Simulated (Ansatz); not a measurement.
C6H15N (`CCNC(C)(C)C`), relaxed with RKS PBE0-D4/def2-TZVP in Ansatz 0.2.0 from a PBE-D4/def2-SVP geometry. The force threshold is 0.005 eV/Å; the program also tests the step.

Total charge 0; spin multiplicity 1.

Start:

```xyz
22

C     1.618    2.062    0.315
C     1.348    0.686    0.938
N    -0.052    0.275    0.983
C    -0.603   -0.575   -0.089
C    -0.009   -1.991    0.040
C    -2.120   -0.645    0.156
C    -0.346   -0.040   -1.519
H     2.694    2.330    0.378
H     1.317    2.106   -0.751
H     1.054    2.853    0.854
H     1.930   -0.093    0.400
H     1.761    0.685    1.975
H    -0.656    1.095    1.114
H     1.088   -1.992   -0.127
H    -0.199   -2.392    1.055
H    -0.457   -2.678   -0.706
H    -2.583    0.360    0.054
H    -2.327   -1.018    1.179
H    -2.613   -1.316   -0.575
H     0.739    0.016   -1.744
H    -0.777    0.975   -1.645
H    -0.806   -0.701   -2.284
```

**Question.** By how much does the energy fall, and how many steps does the optimiser take? (Estimate.)

**Answer.** Ansatz gave: 8.82 kJ/mol, in 7 steps.

**Question.** Which bonds change most? (Estimate.)

**Answer.** Ansatz gave: C2–H12 from 1.116 to 1.097 Å; C2–H11 from 1.111 to 1.093 Å; C1–H10 from 1.112 to 1.094 Å; C7–H22 from 1.110 to 1.093 Å.

**Question.** Give the relaxed structure. (Estimate.)

**Answer.** Ansatz gave: 
```xyz
22

C     1.592    2.064    0.333
C     1.347    0.674    0.900
N    -0.050    0.280    0.968
C    -0.597   -0.573   -0.087
C    -0.017   -1.977    0.059
C    -2.101   -0.632    0.147
C    -0.329   -0.057   -1.505
H     2.655    2.318    0.363
H     1.250    2.146   -0.700
H     1.060    2.817    0.923
H     1.894   -0.066    0.311
H     1.779    0.626    1.907
H    -0.635    1.097    1.082
H     1.064   -1.987   -0.100
H    -0.216   -2.362    1.062
H    -0.462   -2.655   -0.674
H    -2.550    0.361    0.041
H    -2.313   -0.999    1.153
H    -2.582   -1.294   -0.576
H     0.742    0.006   -1.711
H    -0.763    0.937   -1.645
H    -0.768   -0.725   -2.251
```
